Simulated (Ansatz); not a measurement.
Two isomers of C2H6N2OSi: A = `N=CC(=N)O[SiH3]`, B = `O=C[SiH]1NCN1`.

Isolated molecules relaxed with PBE0-D4/def2-TZVP in Ansatz; ΔE leaves out vibrations. CCSD(T)/CBS adds triple-zeta CCSD(T) − MP2 to the extrapolated MP2 energy (def2 sets, frozen cores). DFT in def2-TZVPP. B3LYP here is the variant with VWN-RPA as its local correlation; programs differ in this. One conformer a species, not always the lowest.

A:

Z-matrix (Å, degrees):
```
Si
O 1 1.692
H 1 1.479 2 110.8
H 1 1.481 2 102.1 3 117.6
H 1 1.479 2 110.8 3 -124.8
C 2 1.336 1 117.9 3 62.4
C 6 1.498 2 111.6 1 -180.0
N 6 1.263 2 119.9 1 0.1
N 7 1.260 6 126.6 2 178.1
H 7 1.091 6 114.4 2 -1.8
H 8 1.016 6 113.2 2 179.8
H 9 1.024 7 111.6 6 -0.1
```

B:

```xyz
12

O    -1.947    1.998   -0.289
C    -0.753    2.040   -0.110
Si    0.356    0.528   -0.542
N    -0.494   -0.953   -0.738
C     0.164   -1.504    0.458
N     1.008   -0.344    0.794
H    -0.299    2.975    0.307
H     1.285    1.005   -1.610
H    -1.485   -1.091   -0.842
H    -0.549   -1.748    1.255
H     0.759   -2.398    0.232
H     1.956   -0.506    1.084
```

Question: Which isomer does CCSD(T)/CBS put lower? Give the gap. (Estimate.)

Answer: Ansatz gave: A, by 25.8 kJ/mol.

Question: Give E(B) − E(A) in kJ/mol with r2SCAN-D4, PBE0-D4, CCSD(T)/def2-TZVPP, HF/def2-TZVPP, PBE-D4, MP2/def2-TZVPP, B3LYP-D4. (An estimate is asked.)

Answer: Ansatz gave: r2SCAN-D4 33.2, PBE0-D4 16.2, CCSD(T)/def2-TZVPP 34.6, HF/def2-TZVPP 39.1, PBE-D4 26.7, MP2/def2-TZVPP 24.8, B3LYP-D4 36.9. None reverses the order clearly.

Largest T1 diagnostic: 0.014.

In def2-TZVPP, CCSD(T) changes the Hartree–Fock value by −4.5 kJ/mol (the triples alone add +4.9 kJ/mol) and MP2 by −14.4 kJ/mol. From PBE to PBE0 (25 % exact exchange), in def2-TZVPP and without D4, E(B) − E(A) moves by −10.6 kJ/mol.
